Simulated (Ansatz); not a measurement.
Geometry optimisation, Ansatz, RKS PBE0-D4/def2-SVP.

Input:

```yaml
crystal:
  periodic: [false, false, false]
  atoms:
    - { symbol: F, position_ang: [0.153, -1.8791, -0.8337] }
    - { symbol: C, position_ang: [0.2049, -0.7862, 0.0512] }
    - { symbol: S, position_ang: [1.6519, -0.9975, 1.0781] }
    - { symbol: "N", position_ang: [-0.9137, -0.6806, 0.8966] }
    - { symbol: Al, position_ang: [-1.567, 1.0886, 0.4663] }
    - { symbol: Si, position_ang: [0.2811, 0.8641, -0.8637] }
    - { symbol: H, position_ang: [2.5759, -1.1002, -0.0112] }
    - { symbol: H, position_ang: [-1.6874, -1.3131, 0.5183] }
    - { symbol: H, position_ang: [-2.0152, 2.3356, 1.4487] }
    - { symbol: H, position_ang: [1.4252, 1.6951, -0.4586] }
    - { symbol: H, position_ang: [-0.0434, 0.7164, -2.2714] }
basis:
  gaussian: { orbitals: def2-SVP }
hamiltonian:
  xc: pbe0
  dispersion: d4
relax:
  f_tol: 0.02
  max_steps: 50
```

Run as:

```bash
$ ansatz run input.yaml --threads 2 --pin off --max-ram 3072MiB --backend cpu --events-out ev --progress --plain --runs-dir out
```

Problem. Where does it end, and by what steps?

Solution. The run converged. After 15 steps the energy has fallen by 1.720 eV; H8 moved furthest, 1.01 Å.

```
step  energy less start (eV)  largest force component (eV/Å)  accepted
   0                  0.0000                           3.676       yes
   1                 -0.8554                           1.871       yes
   2                 -1.3105                           1.063       yes
   3                 -1.4158                           3.633       yes
   4                 -1.6658                           0.663       yes
   5                 -1.6179                           1.840        no
   6                 -1.6908                           0.375       yes
   7                 -1.7075                           0.206       yes
   8                 -1.7089                           0.298       yes
   9                 -1.7139                           0.107       yes
  10                 -1.7156                           0.082       yes
  11                 -1.7182                           0.108       yes
  12                 -1.7189                           0.087       yes
  13                 -1.7194                           0.066       yes
  14                 -1.7197                           0.034       yes
  15                 -1.7198                           0.015       yes
```

```xyz
11
Properties=species:S:1:pos:R:3
F -0.073 -1.692 -0.961
C 0.185 -0.693 -0.035
S 1.608 -1.225 0.998
N -0.937 -0.478 0.814
Al -1.522 1.208 0.543
Si 0.375 1.049 -0.928
H 2.440 -1.510 -0.027
H -1.189 -1.278 1.392
H -2.721 1.940 1.271
H 1.682 1.711 -0.640
H 0.218 0.911 -2.408
```

Time of the run: 2.1 min on 2 threads of Intel(R) Xeon(R) Platinum 8259CL CPU @ 2.50GHz (Skylake/Cascade Lake), with other jobs on the host, peak memory 0.35 GiB.
